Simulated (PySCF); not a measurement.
**LaS: one state, many levels of theory**

State: doublet, about 0.1 electrons in the 4f shell (Mulliken). Set-up: basis La x2c-SVPall, S x2c-SVPall; spin-free X2C with a Gaussian nucleus; PySCF 2.14. De refers to La (5d1 6s2) + S in their high-spin ground configurations, without counterpoise correction. The functionals are run spin-unrestricted. A positive dipole means La(−)S(+).

```tsv
Level	Re (Å)	ωe (cm⁻¹)	De (eV)	μ (D)
UHF	2.392	475	n/a	-6.58
UHF-MP2	2.375	470	n/a	n/a
UHF-SCS-MP2	2.381	468	n/a	n/a
UHF-CCSD	2.379	472	5.12	n/a
UHF-CCSD(T)	2.392	453	5.35	n/a
PBE	2.372	450	6.22	-5.11
revPBE	2.379	446	5.94	-5.15
r²SCAN	2.373	457	5.91	-5.51
PBE0	2.359	469	5.92	-5.57
B2PLYP	2.384	452	5.76	-6.13
```

**Question.** Which functional lies closest to UHF-CCSD(T) in De, which farthest, and by how much do they differ from it?

**Answer.** Closest is B2PLYP (-0.8 pm in Re, -0.2 % in ωe, +0.41 eV in De against UHF-CCSD(T) in the same basis), farthest PBE (-2.0 pm in Re, -0.7 % in ωe, +0.87 eV in De). CCSD(T) converges more slowly with the basis than the functionals do and binds too weakly in this one, so the order can change at the basis-set limit.

**Question.** What does a quarter of exact exchange do here, going from PBE to PBE0?

**Answer.** PBE0 less PBE: -1.3 pm in Re, +4.2 % in ωe, -0.30 eV in De. Exact exchange removes part of the self-interaction that spreads semilocal densities, and in most molecules shortens and stiffens the bond and lowers De; so it does here.

**Question.** What does the step from GGA to meta-GGA do here, going from PBE to r²SCAN?

**Answer.** r²SCAN less PBE: +0.1 pm in Re, +1.6 % in ωe, -0.31 eV in De. 

Correlated steps freeze 23 core orbitals. Correlated levels converge slowly with the basis: in double zeta they bind strong bonds too weakly, by up to about 1 eV, and carry superposition errors of some tenths. These are scalar-relativistic numbers at best; spin–orbit coupling would shift them, the dissociation energy most. B2PLYP dipoles, levels and charges come from its SCF part alone. With d or f electrons several states lie close, and the lowest PBE0 determinant need not be the measured ground state.

The whole job (state search and all levels along the bond) took about 6.5 min on 2 threads of Arm Neoverse V2 (shared host), peak memory 1.7 GiB.
